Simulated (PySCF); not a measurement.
**Zn¹⁷⁺ (zinc, charge +17) across methods**

[Ne] 3s2 3p1, 2P determinant. Computed with PySCF 2.14 in an even-tempered Gaussian basis (17 s from 1.2 bohr⁻², ratio 2.5; 11 p from 1.6 bohr⁻², ratio 2.5; 5 d from 7.8 bohr⁻², ratio 2.7; 4 f from 12 bohr⁻², ratio 2.7), with the non-relativistic Hamiltonian (point nucleus). The B2PLYP total includes its PT2 part (frozen core); its orbital energies are those of the SCF part.

```json
{"method": "r2SCANh", "E (hartree)": "-1627.509", "mean ε 3s α (eV)": "-637.78", "mean ε 3s β (eV)": "-632.20", "mean ε 3p α (eV)": "-596.35", "Σ⟨r²⟩ (bohr²)": "1.534", "⟨S²⟩": "0.752"}
{"method": "r2SCAN", "E (hartree)": "-1627.504", "mean ε 3s α (eV)": "-635.92", "mean ε 3s β (eV)": "-630.71", "mean ε 3p α (eV)": "-594.57", "Σ⟨r²⟩ (bohr²)": "1.534", "⟨S²⟩": "0.752"}
{"method": "B2PLYP", "E (hartree)": "-1627.594", "mean ε 3s α (eV)": "-644.99", "mean ε 3s β (eV)": "-638.00", "mean ε 3p α (eV)": "-603.30", "Σ⟨r²⟩ (bohr²)": "1.533", "⟨S²⟩": "0.752"}
{"method": "PBE0", "E (hartree)": "-1627.333", "mean ε 3s α (eV)": "-639.68", "mean ε 3s β (eV)": "-634.19", "mean ε 3p α (eV)": "-598.14", "Σ⟨r²⟩ (bohr²)": "1.532", "⟨S²⟩": "0.751"}
{"method": "UHF", "E (hartree)": "-1627.01106", "mean ε 3s α (eV)": "-653.54", "mean ε 3s β (eV)": "-644.08", "mean ε 3p α (eV)": "-611.40", "Σ⟨r²⟩ (bohr²)": "1.535", "⟨S²⟩": "0.753"}
{"method": "PBE", "E (hartree)": "-1627.266", "mean ε 3s α (eV)": "-634.65", "mean ε 3s β (eV)": "-630.35", "mean ε 3p α (eV)": "-593.37", "Σ⟨r²⟩ (bohr²)": "1.531", "⟨S²⟩": "0.751"}
```

**Question.** Estimate the same row for LDA.

**Answer.** E (hartree) = -1624.494; mean ε 3s α (eV) = -634.26; mean ε 3s β (eV) = -630.31; mean ε 3p α (eV) = -592.72; Σ⟨r²⟩ (bohr²) = 1.532; ⟨S²⟩ = 0.750.
